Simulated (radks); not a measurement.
Q: Calculated with a radial shooting solver on a logarithmic mesh with Libxc functionals: scalar-relativistic Kohn-Sham, LB94 model potential, spin-polarised, spherical densities, finite nucleus; open shells are filled with parallel spins first (spin-orbit coupling, left out, can overturn this in heavy ions); Fermi nuclear charge, rms radius of each element as measured or else 0.836 A^(1/3) + 0.57 fm. Response by self-consistent Sternheimer equations with the Hartree and adiabatic LDA kernel, the relativistic mass of each level held fixed and spin-orbit coupling left out. For heavy and open-shell atoms this level of theory can miss by tens of per cent. Rank Cs+, La3+, Nd6+, Pm7+, Ce4+, Xe, Pr5+, Sm8+, Ba2+ (NIST ground configurations) by static dipole polarisability, largest first.

A: Xe 27.03, Cs+ 15.98, Ba2+ 10.74, La3+ 7.761, Ce4+ 5.887, Pr5+ 4.621, Nd6+ 3.654, Pm7+ 2.932, Sm8+ 2.358 bohr^3.
